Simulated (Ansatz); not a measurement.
Isolated molecules relaxed with PBE0-D4/def2-TZVP in Ansatz; ΔE leaves out vibrations. CCSD(T)/CBS is the MP2 limit (def2-TZVPP, def2-QZVPP) plus CCSD(T) − MP2 in def2-TZVPP, frozen cores. DFT in def2-TZVPP. B3LYP here is the variant with VWN-RPA as its local correlation; programs differ in this. One conformer a species, not always the lowest.

Consider the ligand exchange at the Si–O bond: `CO[SiH](F)O[SiH3]` + `C1NCS1` → `[SiH3]N1CSC1` + `CO[SiH](O)F`.

`CO[SiH](F)O[SiH3]`:

```xyz
13

C    -0.832   -2.181   -0.631
O    -0.248   -0.906   -0.460
Si   -0.946    0.360    0.273
F    -1.370   -0.055    1.750
O     0.133    1.551    0.338
Si    1.736    1.910    0.304
H    -1.789   -2.115   -1.159
H    -0.149   -2.788   -1.226
H    -0.993   -2.672    0.333
H    -2.171    0.809   -0.407
H     1.889    3.317    0.746
H     2.256    1.759   -1.078
H     2.485    1.012    1.218
```

`C1NCS1`:

```xyz
9

C     0.554   -0.688   -0.687
N     0.604    0.544    0.094
C    -0.662    0.402    0.808
S    -0.771   -1.370    0.372
H     1.478   -1.269   -0.665
H     0.221   -0.566   -1.725
H     0.667    1.384   -0.466
H    -0.593    0.587    1.882
H    -1.498    0.975    0.388
```

`[SiH3]N1CSC1`:

Cartesian coordinates in Å:
```
Si -0.617 0.662 -1.381
N -0.096 -0.155 0.039
C 1.072 -1.004 0.204
S 0.928 -0.943 2.027
C -0.371 0.194 1.422
H -0.458 -0.277 -2.522
H -2.040 1.039 -1.184
H 0.151 1.905 -1.695
H 2.014 -0.572 -0.151
H 0.956 -2.011 -0.208
H -0.164 1.237 1.688
H -1.376 -0.074 1.761
```

`CO[SiH](O)F`:

```xyz
10

C     0.624   -1.118    0.996
O     0.043   -0.649   -0.203
Si   -0.564    0.838   -0.438
O    -0.892    1.026   -2.012
F     0.522    1.895    0.060
H    -0.114   -1.159    1.804
H     1.456   -0.481    1.310
H     1.000   -2.126    0.818
H    -1.796    1.106    0.319
H    -0.279    0.667   -2.655
```

```
             level  ΔE (kJ/mol)  difference from CCSD(T)/CBS
            PBE-D4         49.2                        -10.5
           PBE0-D4         53.4                         -6.3
          B3LYP-D4         57.4                         -2.3
           ωB97X-V         58.8                         -0.9
           ωB97M-V         58.0                         -1.7
               PBE         51.5                         -8.2
              PBE0         55.4                         -4.3
             B3LYP         61.2                          1.5
     HF/def2-TZVPP         74.8                         15.1
SCS-MP2/def2-TZVPP         60.7                          1.0
   CCSD/def2-TZVPP         61.8                          2.1
CCSD(T)/def2-TZVPP         59.3                         -0.4
    MP2/def2-QZVPP         57.3                         -2.4
SCS-MP2/def2-QZVPP         61.4                          1.7
     MP2/CBS(def2)         56.9                         -2.8
    CCSD/CBS(def2)         62.2                          2.5
       CCSD(T)/CBS         59.7                            0
```

Largest T1 diagnostic among the species: 0.011.

The D4 term adds −3.8 kJ/mol with B3LYP and −2.0 kJ/mol with PBE0; it sums over pairs of atoms, weighted by their polarisabilities, and B3LYP, whose exchange is more repulsive, gets the larger term. In def2-TZVPP, CCSD(T) changes the Hartree–Fock value by −15.4 kJ/mol (the triples alone add −2.5 kJ/mol) and MP2 by −18.2 kJ/mol.
